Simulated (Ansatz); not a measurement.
Basis sets compared for GeBr2H2 (GeH₂Br₂). Total charge 0; singlet. Geometry B3LYP-D4/def2-SVP. Ansatz on 4 threads of Intel Xeon on a shared host; times are rough, and most runs start from earlier orbitals.

```
atom   x (Å)   y (Å)   z (Å)
 Ge1   0.024   0.199  -0.047
 Br2  -1.252  -0.618   1.710
 Br3   0.986  -1.573  -1.195
  H4   1.154   1.054   0.543
  H5  -0.912   0.939  -1.011
```

The 6-31G sets use Cartesian d functions. B3LYP takes the VWN-RPA correlation.

Binding counts from free atoms (Ge triplet, Br doublet, H doublet) in the same basis, without a counterpoise term.

```json
{"level": "HF/6-31G", "functions": "91", "energy (Eh)": "-7220.3485", "HOMO (eV)": "-11.48", "LUMO (eV)": "1.51", "binding per atom (eV)": "1.54", "wall time": "2.6 s"}
{"level": "HF/def2-TZVP (with forces)", "functions": "156", "energy (Eh)": "-7221.4554", "HOMO (eV)": "-11.40", "LUMO (eV)": "2.08", "binding per atom (eV)": "1.84", "wall time": "7.5 s"}
{"level": "PBE-D4/def2-SVP", "functions": "106", "energy (Eh)": "-7224.6206", "HOMO (eV)": "-7.06", "LUMO (eV)": "-2.13", "binding per atom (eV)": "2.55", "wall time": "2.8 s"}
{"level": "PBE-D4/def2-TZVP", "functions": "156", "energy (Eh)": "-7225.5110", "HOMO (eV)": "-7.23", "LUMO (eV)": "-2.36", "binding per atom (eV)": "2.55", "wall time": "3.5 s"}
{"level": "r2SCAN-D4/def2-TZVP", "functions": "156", "energy (Eh)": "-7226.5619", "HOMO (eV)": "-7.58", "LUMO (eV)": "-2.14", "binding per atom (eV)": "2.58", "wall time": "5.5 s"}
{"level": "B3LYP-D4/6-31G", "functions": "91", "energy (Eh)": "-7225.5933", "HOMO (eV)": "-8.26", "LUMO (eV)": "-1.96", "binding per atom (eV)": "2.30", "wall time": "3 s"}
{"level": "B3LYP-D4/def2-TZVP", "functions": "156", "energy (Eh)": "-7226.7107", "HOMO (eV)": "-8.24", "LUMO (eV)": "-1.76", "binding per atom (eV)": "2.50", "wall time": "4.9 s"}
{"level": "PBE0-D4/def2-SVP", "functions": "106", "energy (Eh)": "-7224.8574", "HOMO (eV)": "-8.39", "LUMO (eV)": "-1.25", "binding per atom (eV)": "2.52", "wall time": "4.2 s"}
{"level": "PBE0-D4/def2-TZVP", "functions": "156", "energy (Eh)": "-7225.7462", "HOMO (eV)": "-8.52", "LUMO (eV)": "-1.47", "binding per atom (eV)": "2.53", "wall time": "6 s"}
```

Problem. Estimate the rows for PBE-D4/def2-TZVPD, r2SCAN-D4/def2-TZVPD, PBE0-D4/def2-TZVPD.

Solution. 
```csv
level,functions,energy (Eh),HOMO (eV),LUMO (eV),binding per atom (eV),wall time
PBE-D4/def2-TZVPD,186,-7225.5125,-7.26,-2.45,2.55,4.2 s
r2SCAN-D4/def2-TZVPD,186,-7226.5633,-7.59,-2.19,2.58,7.1 s
PBE0-D4/def2-TZVPD,186,-7225.7476,-8.53,-1.58,2.53,7 s
```
